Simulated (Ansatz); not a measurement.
Consider the isomerisation: `N[SiH2]OC[SiH3]` → `C[SiH2][SiH](N)O`.

Computed with Ansatz on PBE0-D4/def2-TZVP structures; ΔE is electronic, products minus reactants. CCSD(T)/CBS adds triple-zeta CCSD(T) − MP2 to the extrapolated MP2 energy (def2 sets, frozen cores). Functionals use def2-TZVPP. B3LYP here is the variant with VWN-RPA as its local correlation; programs differ in this. One conformer a species, not always the lowest.

| level | ΔE (kJ/mol) |
| --- | --- |
| PBE0-D4 | -114.0 |
| B3LYP-D4 | -100.7 |
| ωB97M-V | -99.9 |
| B3LYP | -97.9 |
| CCSD/def2-TZVPP | -99.7 |
| HF/def2-QZVPP | -81.7 |
| SCS-MP2/def2-QZVPP | -98.3 |
| CCSD/CBS(def2) | -104.4 |

Problem. What does CCSD(T)/CBS give? (An estimate is asked.)

Solution. Computed: -106.2 kJ/mol. The listed levels differ from it by -7.8, 5.5, 6.3, 8.3, 6.5, 24.5, 7.9, 1.8 kJ/mol.

Largest T1 diagnostic among the species: 0.011.

In def2-TZVPP, CCSD(T) changes the Hartree–Fock value by −18.9 kJ/mol (the triples alone add −1.8 kJ/mol) and MP2 by −21.8 kJ/mol.
